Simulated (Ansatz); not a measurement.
C3H7BO can be A, `CB/C=C/O`, or B, `BCC(C)=O`.

Gas-phase electronic energies from Ansatz, PBE0-D4/def2-TZVP geometries. CBS: MP2 limit from def2 TZ/QZ plus the TZ coupled-cluster correction, frozen cores. Functionals use def2-TZVPP. B3LYP here is the variant with VWN-RPA as its local correlation; programs differ in this. One conformer a species, not always the lowest.

Task: Which is lower in electronic energy at CCSD(T)/CBS, and by how much? (An estimate is asked.)

Result: Computed: A, by 3.9 kcal/mol.

Task: Give E(B) − E(A) in kcal/mol with B3LYP, LDA (SPW92), B3LYP-D4, CCSD(T)/def2-TZVPP, CCSD/def2-TZVPP, MP2/def2-TZVPP, PBE0-D4. (An estimate is asked.)

Result: Ansatz gave: B3LYP 5.0, LDA (SPW92) 8.1, B3LYP-D4 4.6, CCSD(T)/def2-TZVPP 3.3, CCSD/def2-TZVPP 2.7, MP2/def2-TZVPP 3.6, PBE0-D4 4.8. None reverses the order clearly.

Task: Does the order hold for the free energy at 298.15 K (harmonic terms from PBE0-D4)? (An estimate is asked.)

Result: Ansatz gave: Yes: G(B) − G(A) = +1.8 kcal/mol, for one conformer each.

Largest T1 diagnostic: 0.014.

From PBE to PBE0 (25 % exact exchange), in def2-TZVPP and without D4, E(B) − E(A) moves by −0.9 kcal/mol. In def2-TZVPP, CCSD(T) changes the Hartree–Fock value by +3.3 kcal/mol (the triples alone add +0.6 kcal/mol) and MP2 by +3.6 kcal/mol.
